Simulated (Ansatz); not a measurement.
F$_{3}$Sn (SMILES [F][Sn+]([F])[F]), charge +1, singlet, at a GFN2-xTB geometry (such geometries of metal compounds can be far from the true shape) (all electrons, no relativity); B3LYP/STO-3G run with Ansatz (an electronic-structure program).

Input for Ansatz:
Ansatz 0.2 input:
```yaml
crystal:
  periodic: [false, false, false]
  atoms:
    - {symbol: Sn, position_ang: [0.00000000, -0.00000000, 0.00000000]}
    - {symbol: F, position_ang: [-1.72556878, -1.09008013, 0.06681380]}
    - {symbol: F, position_ang: [-0.01020398, 1.88015434, -0.79702064]}
    - {symbol: F, position_ang: [1.73577276, -0.79007422, 0.73020684]}
basis:
  gaussian:
    orbitals: STO-3G
hamiltonian:
  xc: b3lyp
total_charge: 1
accuracy: high
```

Output, abridged:

```
Functional definition: B3LYP
784 factors; integrals over basis functions are off by at most 5.2e-8 eV
mean field evaluation 1: about -170338.5776 eV, gradient 4.2e1 eV
mean field evaluation 2: about -170309.3714 eV, gradient 8.7e1 eV
mean field evaluation 4: about -170349.6172 eV, gradient 2.2e-1 eV
mean field evaluation 8: about -170349.5436 eV, gradient 3.2e-3 eV
mean field evaluation 16: about -170349.5436 eV, gradient 8.3e-8 eV
mean field -170349.54364234 eV, -6260.2302617883 hartree, gradient 8.0e-8 eV, S^2 0.000000; 0 other end points of the search recorded, 0 dependent functions left out
reference -170349.54366555 eV, -6260.2302626411 hartree; 38, 38 occupied and 4, 4 virtual orbitals, 784 factors
Total energy: -170349.54366555 eV, -6260.2302626411 hartree
```
